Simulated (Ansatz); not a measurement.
The lowest singlet and triplet of AsH (SMILES [AsH]); geometries from B3LYP-D3(BJ)/def2-TZVP, each state relaxed from the structure named, with no frequency check, low spin by broken symmetry.
Singlet (charge 0, multiplicity 1):
```xyz
2

As     0.000     0.000    -0.045
H      0.000     0.000     1.490
```

A positive gap puts the triplet lower; no zero-point energy. R- takes a restricted singlet, here one determinant of a half-filled degenerate or near-degenerate pair, which mixes singlet states. The triplet is unrestricted in single-reference levels. Active spaces average the two states.

Correlated levels freeze the cores. Filled d and f shells under p-block atoms count as core.

Run with Ansatz (a program for electronic structure). Values without a source in brackets are computed.

Task: Estimate the gap E(singlet) − E(triplet), vertical, at the singlet's geometry that FCI/cc-pVDZ returns for this input.

Result: 26.5 kcal/mol

Task: What gap E(singlet) − E(triplet), vertical, at the singlet's geometry does R-CCSD(T)/cc-pVDZ give?

Result: 29.8 kcal/mol

Task: Give the gap E(singlet) − E(triplet), vertical, at the singlet's geometry at the level SA-CASSCF(6,5)/cc-pVDZ.

Result: 30.2 kcal/mol

Doubts at one or more of the structures used: a restricted determinant that unrestricted orbitals would lower (R-CCSD(T)/cc-pVDZ).
